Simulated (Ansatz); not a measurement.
Hg2O3⁻, 5 atoms. Hardware: 4 threads of Arm Neoverse V1 on a shared host.

In the def2 sets Hg takes a core potential; there is no spin–orbit coupling. Correlated methods freeze 3 core orbitals; core or outer-core shells of Hg are correlated, in sets that lack core-valence functions.

(1) How many basis functions does each of these Ansatz runs have, and roughly what does it cost? PBE0-D4/def2-SVPD, charge -1 doublet, relaxation, 9 steps; PBE-D4/def2-TZVPD, charge -1 doublet, energy and forces, from earlier orbitals; PBE-D4/def2-SVP, charge -1 doublet, energy with a search over starts; ωB97X-V/def2-TZVPD, charge -1 doublet, energy, from earlier orbitals; PBE0-D4/def2-TZVPD, charge -1 doublet, energy, from earlier orbitals; MP2/def2-TZVPD, charge -1 doublet, energy, from earlier orbitals; r2SCAN-D4/def2-TZVPD, charge -1 doublet, energy, from earlier orbitals; PBE-QIDH/def2-TZVPD, charge -1 doublet, energy, from earlier orbitals; HSE06-D4/def2-TZVPD, charge -1 doublet, energy, from earlier orbitals; CCSD(T)/def2-SVPD, charge -1 doublet, energy, from earlier orbitals.

## Answers

(1) Other jobs shared the machine, so times can vary by a factor of up to 3. A dash marks memory too small to be measured apart from the calling script's.

```
                                                                           run  functions  fitting or Cholesky vectors  wall time  peak host memory (GiB)
PBE-D4/def2-TZVPD, charge -1 doublet, energy and forces, from earlier orbitals        212                         1332      5.5 s                       –
          PBE-D4/def2-SVP, charge -1 doublet, energy with a search over starts        106                         1055        9 s                       –
          PBE0-D4/def2-TZVPD, charge -1 doublet, energy, from earlier orbitals        212                         1454       19 s                     1.1
         HSE06-D4/def2-TZVPD, charge -1 doublet, energy, from earlier orbitals        212                         1454       19 s                     1.2
         PBE-QIDH/def2-TZVPD, charge -1 doublet, energy, from earlier orbitals        212                         1505       21 s                    0.76
              MP2/def2-TZVPD, charge -1 doublet, energy, from earlier orbitals        212                         1505       22 s                    0.75
        r2SCAN-D4/def2-TZVPD, charge -1 doublet, energy, from earlier orbitals        212                         1332       26 s                       –
          ωB97X-V/def2-TZVPD, charge -1 doublet, energy, from earlier orbitals        212                         1394       49 s                     1.4
                     PBE0-D4/def2-SVPD, charge -1 doublet, relaxation, 9 steps        139                         1407    1.8 min                    0.71
           CCSD(T)/def2-SVPD, charge -1 doublet, energy, from earlier orbitals        139                         1317    7.2 min                     4.1
```
